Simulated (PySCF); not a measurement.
SMILES C[OH+]C (C2H7O (cation, charge +1)) (PBE0/def2-SVP optimised geometry):

```
10

C      1.439     0.510     0.000
O     -0.029     0.510     0.000
C     -0.735    -0.400    -0.911
H      1.803     0.817    -0.989
H      1.740    -0.513     0.249
H      1.745     1.205     0.790
H     -0.406     1.409     0.000
H     -1.803    -0.280    -0.697
H     -0.400    -1.409    -0.648
H     -0.485    -0.141    -1.949
```

Method: PBE0/def2-TZVP run with PySCF.

Problem. What are the frontier orbital energies?

Solution. HOMO-2 -17.66 eV, HOMO-1 -17.32 eV, HOMO -15.93 eV, LUMO -5.55 eV, LUMO+1 -3.43 eV.

On the same geometry PBE/def2-TZVP in PySCF 2.14.0 gives HOMO-2 -16.06 eV, HOMO-1 -15.76 eV, HOMO -14.28 eV, LUMO -6.66 eV, LUMO+1 -4.56 eV.

Meta-Löwdin charges at PBE0/def2-TZVP: C1 -0.13, O2 -0.19, C3 -0.13, H4 0.16, H5 0.18, H6 0.18, H7 0.42, H8 0.18, H9 0.18, H10 0.16.
